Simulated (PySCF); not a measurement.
## How methods differ on the ionisation energy of Mn²²⁺

Mn²²⁺ [He] 2s1 (2S) → Mn²³⁺ 1s2 (1S), as a difference of total energies. Calculation: PySCF 2.14, in an uncontracted even-tempered set (17 s from 5.1 bohr⁻², ratio 2.2; 8 p from 7.9 bohr⁻², ratio 2.4; 6 d from 24 bohr⁻², ratio 2.4; 5 f from 36 bohr⁻², ratio 2.4; 4 g from 53 bohr⁻², ratio 2.4); no relativity, point nucleus. Correlated levels: nothing frozen; virtual orbitals above 40 to 60 times the deepest correlated orbital energy dropped. The calculations carry no spin-orbit coupling.

| method | ionisation energy (eV) | difference from reference (eV) |
| --- | --- | --- |
| UHF | 1861.9 | -18.0 |
| LDA | 1859.5 | -20.4 |
| PBE | 1864.1 | -15.8 |
| PBE0 | 1863.6 | -16.3 |
| r2SCAN | 1860.8 | -19.1 |
| r2SCANh | 1861.0 | -18.9 |
| TPSSh | 1863.5 | -16.4 |
| MP2 (all electrons) | 1862.1 | -17.8 |
| SCS-MP2 (all electrons) | 1862.1 | -17.8 |

Reference: 1879.9 eV (theoretical estimate listed by NIST; NIST Atomic Spectra Database, ionization energies).

These non-relativistic numbers lack the scalar-relativistic shift.
